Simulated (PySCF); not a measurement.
From computed data to an observable: chemical shift, span and skew from a shielding tensor

3-chloro-1,1-difluoropropa-1,2-diene (C3HClF2), SMILES FC(F)=C=CCl. Atoms are numbered in the order given.

```xyz
7

F     -2.1648     0.1840     1.0814
C     -1.4390    -0.0283     0.0000
F     -2.1648     0.1840    -1.0814
C     -0.1885    -0.4087     0.0000
C      1.0641    -0.7770     0.0000
Cl     2.4092     0.3408     0.0000
H      1.3911    -1.8221     0.0000
```
Charge 0, spin multiplicity 1.

Geometry: B3LYP-D3(BJ)/def2-SVP.

GIAO shieldings from B3LYP/pcSseg-1 (PySCF), non-relativistic, no solvent. The symmetric part of the tensor of C5 has the principal values -21.9, 68.8, 127.2 ppm. The same nucleus in TMS has σ = 181.3 ppm at this level (PySCF, at its B3LYP-D3(BJ)/def2-TZVP geometry). Without spin–orbit terms, shifts of atoms bonded to Cl or Br come out too high.

Work out the isotropic shielding, the ¹³C shift against TMS, the span and the skew.


σ(iso) = (σ11 + σ22 + σ33)/3 = 58.0 ppm. δ = σ(ref) − σ(iso) = 181.3 − (58.0) = 123.3 ppm.
Span Ω = σ33 − σ11 = 149.1 ppm. Skew κ = 3(σ(iso) − σ22)/Ω = -0.22. Tumbling in solution averages the tensor to δ; in a static solid the shielding alone would spread this spin-1/2 line over Ω.
